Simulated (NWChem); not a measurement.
Species: Si$_{2}$NH$_{7}$O; SMILES O[SiH2][SiH2]N

```xyz
11

N     -0.4404     2.4277     0.0153
Si     0.5907     1.0144    -0.0210
Si    -0.5592    -1.0503    -0.0054
O      0.4379    -2.4024    -0.0393
H     -0.9834     2.6406    -0.8143
H     -0.9996     2.5959     0.8445
H      1.4901     1.0883     1.1686
H      1.4300     1.1183    -1.2480
H     -1.4090    -1.1763    -1.2205
H     -1.4819    -1.0751     1.1764
H      1.0917    -2.4631     0.6709
```
Atoms are numbered in this order, from 1.

Results from NWChem. Pople sets run with spherical d functions. Geometry: optimised at B3LYP/6-31G* (spherical d). Ions are spin-unrestricted doublets at the neutral geometry; other ion states weren't tried.

Order these runs by computing time, cheapest first, and give rough ratios: B3LYP/6-311++G**; B3LYP/6-31G*; B3LYP/STO-3G.

B3LYP/STO-3G (1), B3LYP/6-31G* (3), B3LYP/6-311++G** (10). Ratios are rough, from one shared machine; the cheapest took about 6 core-seconds (a rough figure). What differs between the cheapest and the dearest: vertical ionisation energy, ΔSCF (eV) 5.60 → 8.89; −ε(HOMO) (eV) 2.87 → 6.77; ΔSCF minus −ε(HOMO) (eV) 2.73 → 2.12.
